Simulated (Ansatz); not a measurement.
Basis-set extrapolation for `B/C(C)=C(/B)Cl` (PBE0-D4/def2-TZVP geometry, frozen core, Ansatz). Multiplicity 1, RHF reference.

|  | def2-TZVPP | def2-QZVPP |
| --- | --- | --- |
| HF | -626.559123 | -626.579364 |
| MP2 correlation | -0.886531 | -0.949659 |
| CCSD(T) correlation | -0.990182 | not run |

Energies in hartree. Use E(X) = E(∞) + A·exp(−7.88·√X) for Hartree–Fock and E(X) = E(∞) + B·X^(−2.97) for correlation, with X = 3 and 4, and add CCSD(T) minus MP2 of the smaller set to the MP2 limit.

**Question.** What is the CCSD(T) energy at the basis-set limit?

**Answer.** HF limit: -626.579364 + (-0.020241) × 0.13774 = -626.58215. MP2 limit: -0.949659 + (-0.063128) × 0.74074 = -0.99642. Higher-order term: -0.990182 − (-0.886531) = -0.10365. Total: -627.68222 hartree, 349.0 kJ/mol below CCSD(T)/def2-TZVPP.
